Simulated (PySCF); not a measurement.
**Scalar relativity in Ar³⁺ (argon, charge +3)**

[Ne] 3s2 3p3, high-spin 4S determinant; UHF calculated with PySCF 2.14 in dyall-acv3z (19s12p6d4f, 113 functions), once non-relativistic with a point nucleus and once with spin-free X2C-1e and a Gaussian nucleus.

| shell | ε non-rel. (eV) | ε X2C (eV) | rms r non-rel. (bohr, spins averaged) | rms r X2C (bohr, spins averaged) | change of radius (%) |
| --- | --- | --- | --- | --- | --- |
| 1s α | -3277.6 | -3290.7 | 0.09978 | 0.09912 | -0.67 |
| 1s β | -3276.1 | -3289.2 | 0.09978 | 0.09912 | -0.67 |
| 2s α | -383.79 | -386.19 | 0.4474 | 0.4451 | -0.52 |
| 2s β | -382.43 | -384.82 | 0.4474 | 0.4451 | -0.52 |
| 2p α | -309.41 | -309.52 | 0.4167 | 0.4160 | -0.18 |
| 2p β | -306.86 | -306.96 | 0.4167 | 0.4160 | -0.18 |
| 3s α | -79.849 | -80.171 | 1.396 | 1.391 | -0.37 |
| 3s β | -67.431 | -67.740 | 1.396 | 1.391 | -0.37 |
| 3p α | -59.220 | -59.227 | 1.500 | 1.499 | -0.07 |

The total energy goes from -523.8655 to -525.6819 hartree.

Relativity contracts and stabilises s shells directly. The contracted s shells screen the nucleus better, so for spin-averaged p shells the direct and indirect effects partly cancel.
